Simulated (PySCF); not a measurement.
## Frontier levels across methods

C3H8OSi.
Z-matrix (Å and degrees, PBE0-D3(BJ)/def2-SVP geometry), rows numbered from 1:
```
C 
Si  1  1.8691
C   2  1.9436  1  107.22
C   3  1.5065  2  120.26  1   168.08
O   3  1.2121  2  117.89  1   -12.54
H   1  1.1003  2  110.12  3   -66.05
H   1  1.1000  2  112.04  3   172.97
H   1  1.1000  2  109.10  3    51.97
H   2  1.4983  1  112.90  3   120.99
H   2  1.4986  1  112.16  3  -117.60
H   4  1.0992  3  110.17  2   171.10
H   4  1.1030  3  109.22  2   -68.57
H   4  1.1020  3  110.72  2    48.65
```

Basis pcSseg-2 throughout (PySCF), one geometry. Isolated species at its PBE0-D3(BJ)/def2-SVP geometry (one conformer only).

How do the orbital energies, the gap and the dipole change with the method?

```csv
method,kind,HOMO (eV),LUMO (eV),gap (eV),μ (D),SCF cycles
PBE,GGA,-5.39,-2.24,3.14,1.78,15
B97-2,global hybrid,-6.54,-1.17,5.37,1.95,13
PBE0,global hybrid,-6.81,-1.10,5.71,1.97,13
mPW1PW91,global hybrid,-6.84,-1.11,5.73,1.98,13
BHandHLYP,global hybrid,-8.20,0.15,8.35,2.21,13
CAM-B3LYP,range-separated hybrid,-8.22,0.13,8.35,2.11,13
wB97X-D,range-separated hybrid,-8.66,0.78,9.45,2.05,14
LC-wPBE,range-separated hybrid,-9.47,1.35,10.83,2.11,14
```

The HOMO spans 4.09 eV, from PBE down to LC-wPBE, and the gap runs from 3.14 eV (PBE) to 10.83 eV (LC-wPBE). Over the methods PBE (0 %), B97-2 (21 %), PBE0 (25 %), mPW1PW91 (25 %), BHandHLYP (50 %), a straight line through the gap against the share of exact exchange rises by 1.04 eV for each 10 % (correlation coefficient 1.000). The dipole ranges from 1.78 D (PBE) to 2.21 D (BHandHLYP). This basis has no diffuse functions.

The vertical ΔSCF ionisation energy at wB97X-D/def2-SVPD is 9.01 eV; −ε(HOMO) comes closest to it with wB97X-D (8.66 eV).
